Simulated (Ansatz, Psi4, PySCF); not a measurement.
C₃H₉Cl₂GaSi (SMILES C[Si](C)(C)[Ga]([Cl])[Cl]), singlet, at a GFN2-xTB geometry (such geometries of metal compounds can be far from the true shape), atoms displaced at random by about 0.03 Å a coordinate. Base run: B3LYP/STO-3G, gradient (PySCF).

Here is a job for PySCF.
```python
from pyscf import gto, scf, dft

mol = gto.M(
    atom='''
Ga   -0.016035    0.688258   -0.053411
Cl    1.470899    1.838610   -1.044409
Cl   -1.465773    2.011720    0.735581
Si   -0.022689   -1.686651    0.168539
C    -1.832587   -2.265405    0.387340
C     1.059731   -2.157552    1.693497
C     0.776946   -2.494291   -1.374797
H    -1.952980   -3.378042    0.574161
H    -2.279993   -1.693849    1.244844
H    -2.424002   -2.028965   -0.511708
H     0.584042   -1.669908    2.600102
H     2.059143   -1.778301    1.589140
H     1.078264   -3.203837    1.906683
H     1.704292   -1.983586   -1.581680
H     0.178270   -2.220067   -2.273805
H     0.907926   -3.528559   -1.330074
''',
    basis='sto-3g',
    charge=0,
    spin=0,
    verbose=4,
)

mf = dft.RKS(mol)
mf.xc = 'b3lyp'
mf.kernel()
g = mf.nuc_grad_method()
grad = g.kernel()
```

Programs used: Ansatz (a quantum-chemistry and plane-wave program), Psi4, PySCF; a row that names a program was run with it.

The coordinate followed is y of atom 4.

The base run was repeated with changes; each row names its change, and settings that it needs were set with it.

| change | dE/dx (Eh/bohr) | net force (Eh/bohr) |
|---|---|---|
| base | 0.006893 | 0.000129 |
| density fitting = on; auxbasis_response = off | 0.007123 | 0.001129 |
| grids.level = 0; grid_response = off | 0.006649 | 0.005574 |
| grids.level = 5; grid_response = off | 0.006896 | 0.000024 |
| code = psi4 | 0.006890 | 0.000888 |
| grids.level = 1; grid_response = on | 0.006951 | 0.000000 |
| finite difference step (bohr) = 1e-5; conv_tol = 1e-11 | 0.006895 | - |
| grids.level = 5; grid_response = on | 0.006896 | 0.000000 |
| density fitting = on | 0.006888 | 0.000129 |
| finite difference step (bohr) = 0.2; conv_tol = 1e-11 | 0.007368 | - |
| code = ansatz | 0.006904 | 0.000000 |
| finite difference step (bohr) = 1e-3; conv_tol = 1e-11 | 0.006894 | - |

The net force is zero for an exact gradient.
